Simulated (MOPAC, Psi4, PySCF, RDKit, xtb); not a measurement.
Two geometries of SMILES [SiH2]([SiH3])CBr (CH7BrSi2), relaxed at B3LYP-D3(BJ)/def2-SVP with one dihedral held; other torsions can differ between them too.

Structure A

```
11

Si     1.7944     0.4847     0.1314
Si    -0.1133    -0.6561    -0.6351
C     -1.6641    -0.2058     0.3841
Br    -1.5725     1.6312     1.0948
H      1.7240     1.9240    -0.2448
H      2.9996    -0.1215    -0.5123
H      1.9303     0.3569     1.6114
H     -0.3579    -0.2902    -2.0625
H      0.0606    -2.1399    -0.5643
H     -2.5864    -0.2675    -0.2086
H     -1.7688    -0.8586     1.2611
```

Structure B

```
11

Si     1.7614     0.4625     0.0801
Si    -0.1201    -0.7378    -0.6725
C     -1.6307    -0.2211     0.3694
Br    -3.3166    -0.3482    -0.6415
H      1.4841     1.9213    -0.0842
H      2.9737     0.1071    -0.7148
H      2.0342     0.1938     1.5239
H     -0.3546    -0.3734    -2.0982
H      0.0717    -2.2135    -0.5761
H     -1.7457    -0.8517     1.2614
H     -1.5601     0.8256     0.6952
```

Q: Which is lower in energy at the level DF-MP2 (frozen core)/cc-pVTZ // B3LYP-D3(BJ)/def2-SVP in Psi4, and by how much?

A: A is lower, by 0.78 kcal/mol (dihedral Si1–Si2–C3–Br4: 30° in A, 150° in B).

E(B) − E(A) in kcal/mol at the other levels, on the same two geometries: MMFF94 // B3LYP-D3(BJ)/def2-SVP (RDKit) -1.94; PBE0/def2-TZVP // B3LYP-D3(BJ)/def2-SVP (Psi4) 0.27; PBE0-D3(BJ)/def2-TZVP // B3LYP-D3(BJ)/def2-SVP (Psi4) 0.64; PBE/def2-TZVP // B3LYP-D3(BJ)/def2-SVP (Psi4) 0.15; PBE-D3(BJ)/def2-TZVP // B3LYP-D3(BJ)/def2-SVP (Psi4) 0.51; wB97X-D/def2-TZVP // B3LYP-D3(BJ)/def2-SVP (Psi4) 0.45; HF/cc-pVTZ // B3LYP-D3(BJ)/def2-SVP (Psi4) 0.00; UFF // B3LYP-D3(BJ)/def2-SVP (RDKit) -0.51; AM1, restricted, heats of formation // B3LYP-D3(BJ)/def2-SVP (MOPAC) 0.80; PM3, restricted, heats of formation // B3LYP-D3(BJ)/def2-SVP (MOPAC) -0.39; GFN1-xTB // B3LYP-D3(BJ)/def2-SVP (xtb) 2.37; restricted B3LYP/6-31G*, spherical d, density fitting // B3LYP-D3(BJ)/def2-SVP (PySCF) -0.12; restricted MP2 (frozen core)/6-31G*, spherical d // B3LYP-D3(BJ)/def2-SVP (PySCF) 0.46; restricted B3LYP/LANL2DZ, with its core potentials past Ne // B3LYP-D3(BJ)/def2-SVP (PySCF) -0.20; restricted Hartree-Fock/6-31G*, spherical d, density fitting // B3LYP-D3(BJ)/def2-SVP (PySCF) 0.05.

MMFF94 has few fitted parameters for silicon.
